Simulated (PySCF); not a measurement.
# ZnF: from constants to spectrum

PBE0 constants of ZnF, ²Σ⁺ (doublet), unpaired electrons σ ↑ (PySCF, scalar-relativistic core potentials, basis sets Zn cc-pVDZ-PP with ECP10, F cc-pVDZ; masses 63.9291 and 18.9984 u):

```
ωe           : 641.7 cm⁻¹
ωexe         : 3.79 cm⁻¹
Be           : 0.36874 cm⁻¹
αe           : 0.00292 cm⁻¹
De to Zn + F : 2.80 eV
```

(1) What force constant and bond length do these constants imply?

(2) Estimate the centrifugal constant D from the Kratzer relation and find the Dunham coefficient a1.

The state was picked by a PBE0 search and need not be the measured ground state.

Results:

(1) Reduced mass μred = 14.646 u; k = 5.8918×10⁻⁷·μred·ωe² (u, cm⁻¹, mdyn/Å) = 3.55 mdyn/Å; Re = √(16.8576/(μred·Be)) (u, cm⁻¹, Å) = 1.767 Å.

(2) D = 4Be³/ωe² = 4.87e-07 cm⁻¹; a1 = −1 − αeωe/(6Be²) = -3.30.
